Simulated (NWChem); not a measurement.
CH3BrMg; SMILES [Br][Mg][CH3]

```xyz
6

Mg    -0.0070    -1.1225    -0.0003
Br     0.0363     1.2424     0.0004
C     -0.0455    -3.2026    -0.0003
H     -0.3058    -3.6026    -0.9945
H     -0.7873    -3.5934     0.7160
H      0.9345    -3.6250     0.2778
```
Atoms are numbered in this order, from 1.

Results from NWChem. Pople sets run with spherical d functions. STO-3G and 3-21G are far too small for this property and stand as cheap habits. Coordinates come from a PBE0/def2-SVP optimisation. GIAO values for the isolated, static molecule; σ is the absolute isotropic shielding, δ = σ(reference) − σ with the isolated reference molecule computed at the same levels (13C: tetramethylsilane, 1H: tetramethylsilane). Spin-orbit effects, on the heavy nuclei and on their neighbours, are missing.

```csv
level,σ Mg1 (ppm),σ Br2 (ppm),δ C3 (ppm),δ H4 (ppm)
B3LYP/6-311G**,456.4,2827.8,-22.2,-0.67
KT2/pcSseg-1,457.3,2863.8,?,-0.56
Hartree-Fock/STO-3G,458.1,3201.4,0.4,-1.08
PBE/pcSseg-1,446.9,2871.5,-23.2,-0.61
"LDA (Slater exchange, VWN5)/pcSseg-1",431.7,2834.3,-23.7,-0.59
```

Question: Some entries are withheld; supply them.

Answer: 
- KT2/pcSseg-1, δ C3 (ppm): -20.8
